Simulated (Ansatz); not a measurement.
Calculated with Ansatz (gas phase, PBE0-D4/def2-TZVP geometries, no zero-point term in ΔE). CCSD(T)/CBS adds triple-zeta CCSD(T) − MP2 to the extrapolated MP2 energy (def2 sets, frozen cores). This one scheme is used for every species. Functionals use def2-TZVPP. For Ge outer-core shells are correlated without core-valence functions, which leaves a few kJ/mol of doubt a bond. Scalar relativity is left out up to krypton. Each species was taken in one conformer, which may not be the lowest.

Reaction (ligand exchange at a Ge–O bond): `[OH][Ge][OH]` + H–F → `[OH][Ge][F]` + H₂O

```csv
level,ΔE (kJ/mol)
revPBE-D4,-42.3
r2SCAN0-D4,-44.0
r2SCAN,-45.9
HF/def2-QZVPP,-50.5
```

**Question.** What does CCSD(T)/CBS give? (Best estimate.)

**Answer.** Computed: -40.4 kJ/mol. The listed levels differ from it by -1.9, -3.6, -5.5, -10.1 kJ/mol.

Largest T1 diagnostic among the species: 0.015.

At CCSD(T), def2-SVP lies −5.9 kJ/mol from the extrapolated value and def2-TZVPP +1.0 kJ/mol. Leaving LDA and LC-ωPBE aside and taking each functional with its dispersion term where it has one, the values, not all of them listed here, spread over 8.1 kJ/mol, from B97M-V to PBE-QIDH. LDA lies +4.7 kJ/mol from PBE without D4.
